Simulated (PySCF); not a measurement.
## Electron correlation in Lu³⁺ (lutetium, charge +3)

[Xe] 4f14, closed-shell 1S. All numbers are calculated (PySCF 2.14, scalar relativity by spin-free X2C-1e, in cc-pVDZ-X2C). Frozen: [Kr] 4d10; 22 electrons correlated.

```tsv
level	correlation energy (mhartree)
CCSD	-831.58
(T)	-18.90
CCSD(T)	-850.48
```

Diagnostics: T1 = 0.0080, D1 = 0.0138, largest double amplitude 0.024.

Cost of the coupled-cluster step: of the order of 11 core-seconds, for 22 correlated electrons.
